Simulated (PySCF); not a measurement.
Species: B2FH3S.
Numbering: `[BH2:1][S:2][BH:3][F:4]` (hydrogens: H5, H6 on B1; H7 on B3)

Computed, not measured: PySCF, PBE0-D3(BJ)/def2-SVP geometry optimisation, gas phase.

Problem. List the bond lengths, angles and torsions at this level.

Solution. 
```tsv
bond	length (Å)	order
B1–S2	1.791	single
S2–B3	1.824	single
B3–F4	1.315	single
B1–H5, B1–H6	1.204	single
B3–H7	1.205	single
```

Bonds in one row agree within 0.01 Å and their mean is given. Orders are formal, as drawn. A selection of angles:
```tsv
angle	degrees
S2–B1–H5	120.6
S2–B1–H6	116.6
H5–B1–H6	122.8
B1–S2–B3	100.7
S2–B3–F4	117.7
S2–B3–H7	122.5
F4–B3–H7	119.8
```

Torsions: B1–S2–B3–F4 178° (antiperiplanar).

The 4 heavy atoms lie in one plane (0.014 Å rms). Of the pairs four or more bonds apart, H5···H7 is among the closest relative to their van der Waals radii: 2.44 Å, 102 % of the sum of Bondi's values. The 2 B–S bonds span 1.791 Å (B1–S2, drawn single) to 1.824 Å (S2–B3, drawn single), a spread of 0.033 Å. B1 (three-coordinate boron) is planar (angles 122.8°, 120.6° and 116.6°, sum 360.0°, 0.00 Å off the plane of its three neighbours). B3 (three-coordinate boron) is planar (angles 122.5°, 119.8° and 117.7°, sum 360.0°, 0.00 Å off the plane of its three neighbours). S2 (sulfur bonded to 2 B) is bent (angle 100.7°).

No PBE0-D3(BJ)/def2-SVP frequencies stand behind this structure, so it isn't proved a minimum. One conformer, not necessarily the lowest (H–B1–S2–B3 1° and -179°, B1–S2–B3–F4 178°).

The run took 5.6 s wall on one thread, AMD EPYC 9R45 (x86_64), no GPU, on a shared host, and the process peaked at 0.32 GiB of memory. That covers the optimisation of the geometry.
